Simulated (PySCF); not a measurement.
C₃H₇FN₂Si₂: full NMR table

```
Formula                               : C3H7FN2Si2
SMILES                                : Fc1cc([SiH3])n([SiH3])n1
InChI                                 : InChI=1S/C3H7FN2Si2/c4-2-1-3(7)6(8)5-2/h1H,7-8H3
Point group of the computed structure : C1
Degrees of unsaturation               : 3
Carbon signals                        : 3
Proton signals                        : 3
```

Mapped SMILES: `[F:1][c:2]1[cH:3][c:4]([SiH3:5])[n:6]([SiH3:7])[n:8]1` (H(Xn): hydrogen on atom n).

Computed data (PySCF 2.14): shieldings: GIAO PBE0/pcSseg-1, coordinates at the GFN2-xTB level. No solvent, equivalent nuclei averaged, one conformer, relativity neglected.

δ = σ(ref) − σ, references computed at the same level: $^{1}$H (σ = 31.72 ppm), $^{13}$C (σ = 186.93 ppm), $^{29}$Si (σ = 349.16 ppm) against TMS; CFCl3 for $^{19}$F (σ = 170.95 ppm); $^{15}$N (σ = 267.73 ppm) vs NH3.

| carbon | δC, type | δH (multiplicity) | HMBC from (2–3 bonds) | span of the C tensor (ppm) |
| --- | --- | --- | --- | --- |
| C2 | 177.0, C | – | H(C3) | 119 |
| C3 | 110.9, CH | 6.34 (m) | H(Si5) | 148 |
| C4 | 143.3, C | – | H(C3), H(Si7), H(Si5) | 170 |

Other nuclei:
```json
{"atoms": "H(Si7)", "nucleus": "$^{1}$H", "environment": "hydrogen on a silicon bonded to N", "δ (ppm)": "5.26", "σ (ppm)": "26.45"}
{"atoms": "H(Si5)", "nucleus": "$^{1}$H", "environment": "hydrogen on a silicon bonded to C", "δ (ppm)": "4.56", "σ (ppm)": "27.16"}
{"atoms": "F1", "nucleus": "$^{19}$F", "environment": "aryl fluorine", "δ (ppm)": "-140.7", "σ (ppm)": "311.7"}
{"atoms": "Si7", "nucleus": "$^{29}$Si", "environment": "silicon bonded to N, 3 H", "δ (ppm)": "-45.9", "σ (ppm)": "395.1"}
{"atoms": "Si5", "nucleus": "$^{29}$Si", "environment": "silicon bonded to C, 3 H", "δ (ppm)": "-87.7", "σ (ppm)": "436.9"}
{"atoms": "N8", "nucleus": "$^{15}$N", "environment": "pyridine-type nitrogen of an azole", "δ (ppm)": "340.1", "σ (ppm)": "-72.3"}
{"atoms": "N6", "nucleus": "$^{15}$N", "environment": "pyrrole-type ring nitrogen", "δ (ppm)": "211.9", "σ (ppm)": "55.9"}
```

Carbon types of the structure: 2 × C, 1 × CH, leaving 6 H on heteroatoms. δC 177.0: aromatic carbon bearing fluorine; an ipso carbon deshielded by its heteroatom. δC 143.3: substituted aromatic carbon next to a ring nitrogen. δC 110.9: aromatic CH. δH 6.34: hydrogen on an aromatic CH; aromatic region. δH 5.26: hydrogen on a silicon bonded to N.

Splittings by $^{19}$F in the carbon and heteronuclear signals aren't shown, as no couplings were computed. Shifts are as computed. Against solution values, carbons near 30 ppm lie about +3 ppm off and those near 130 ppm about +5 ppm. Of 1211 compounds with measured shifts, 218 miss one by over three times the rms of a fit or turn the order of signals round; such compounds aren't used in these exercises. Unscaled 19F shifts against computed CFCl3 carry errors that often reach 10 to 50 ppm. Experimental scales use liquid or dissolved standards, which lie at an offset from isolated NH3 (liquid NH3: subtract about 20 ppm). Unscaled 15N shifts of sp2 nitrogen come out 20 to 40 ppm too high even then. No couplings were computed; multiplicities are counted from neighbouring protons, with m where these are inequivalent, close in shift, in a saturated or five-membered ring or joined by F or P, and br s for small geminal =CH2 splittings.
